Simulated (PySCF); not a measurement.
# Co⁺: excitation energy

Co⁺ [Ar] 3d8 (3F) → Co⁺ [Ar] 3d7 4s1, s spin flipped, as a difference of total energies. Calculation: PySCF 2.14, in aug-cc-pwCVTZ-DK with one added diffuse shell each of s, p, d, f, g type (11s10p8d5f4g, 152 functions); the spin-free X2C one-electron Hamiltonian (Gaussian nucleus). The calculations carry no spin-orbit coupling.

| method | excitation energy (eV) |
| --- | --- |
| UHF | -0.901 |
| BP86 | 1.347 |
| PW91 | 1.346 |
| M06 | 1.378 |

The upper determinant mixes two multiplicities, so it lies between the two terms.
